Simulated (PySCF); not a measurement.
CHAlFNO, SMILES [AlH]([N]=C=O)[F]. Heavy atoms are numbered as in [AlH:1]([F:2])[N:4]=[C:5]=[O:6]. Hydrogens are named by the atom that carries them.

Coordinates come from a B3LYP-D3(BJ)/def2-SVP optimisation. The values are those of a single conformer.

All values below come from PBE0/pcSseg-1 (PySCF).

GIAO shieldings, no solvent; atoms alike by connectivity are averaged. δ = σ(ref) − σ: ¹⁹F against CFCl3 (σ = 167.2 ppm); ¹H against TMS (σ = 31.56 ppm); ¹⁵N against NH3 (σ = 267.4 ppm); ¹³C against TMS (σ = 186.3 ppm); ¹⁷O against H2O (σ = 334.2 ppm), references at their B3LYP-D3(BJ)/def2-TZVP geometries, non-relativistic.

| nucleus | atoms | count | δ (ppm) |
|---|---|---|---|
| ¹⁹F | F2 | 1 | -154.1 |
| ¹H | H on Al1 | 1 | 4.33 |
| ¹⁵N | N4 | 1 | 56.5 |
| ¹³C | C5 | 1 | 129.3 |
| ¹⁷O | O6 | 1 | 139.2 |
